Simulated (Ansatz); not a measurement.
`CS(=O)(=O)Cc1ccccc1`. The species carries charge 0 and has multiplicity 1. All single points use the PBE0-D4/def2-TZVP geometry. It is one conformer, not always the lowest.

```xyz
21

C     2.491    0.012   -0.457
S     1.510    0.937   -1.602
O     1.286    2.242   -1.040
O     2.095    0.811   -2.909
C    -0.060    0.067   -1.642
C    -0.694   -0.110   -0.301
C    -0.729   -1.368    0.292
C    -1.294   -1.542    1.546
C    -1.828   -0.456    2.221
C    -1.797    0.802    1.635
C    -1.235    0.975    0.382
H     2.013    0.022    0.521
H     3.451    0.527   -0.418
H     2.623   -1.003   -0.828
H     0.132   -0.884   -2.141
H    -0.655    0.693   -2.313
H    -0.315   -2.221   -0.236
H    -1.318   -2.529    1.995
H    -2.270   -0.588    3.202
H    -2.214    1.655    2.159
H    -1.195    1.961   -0.067
```

(1) What is the dipole moment at PBE/def2-TZVPP? (Estimate.)

(2) And with r2SCAN, B3LYP, ωB97M-V? (Best estimate.)

(3) Give the Mulliken charges with PBE, ωB97M-V, r2SCAN in def2-TZVPP. (Best estimate.)

Results:

(1) Ansatz gave: 4.26 D, with components (-1.24, -3.15, 2.58) D in this frame, pointing from negative to positive charge.

(2) Ansatz gave: r2SCAN 4.42 D, B3LYP 4.57 D, ωB97M-V 4.63 D.

(3) Computed: 
```csv
atom,PBE,ωB97M-V,r2SCAN
C1,-0.29,-0.37,-0.23
S2,0.64,0.80,0.83
O3,-0.40,-0.46,-0.48
O4,-0.40,-0.47,-0.49
C5,-0.16,-0.28,-0.13
C6,0.01,-0.06,0.05
C7,-0.13,-0.12,-0.13
C8,-0.12,-0.12,-0.09
C9,-0.11,-0.11,-0.10
C10,-0.12,-0.12,-0.10
C11,-0.12,-0.09,-0.13
H12,0.13,0.16,0.11
H13,0.13,0.16,0.10
H14,0.12,0.14,0.09
H15,0.12,0.15,0.09
H16,0.13,0.16,0.10
H17,0.10,0.12,0.09
H18,0.12,0.12,0.10
H19,0.12,0.12,0.10
H20,0.12,0.12,0.10
H21,0.11,0.13,0.10
```

B3LYP here is the variant with VWN-RPA as its local correlation; programs differ in this.
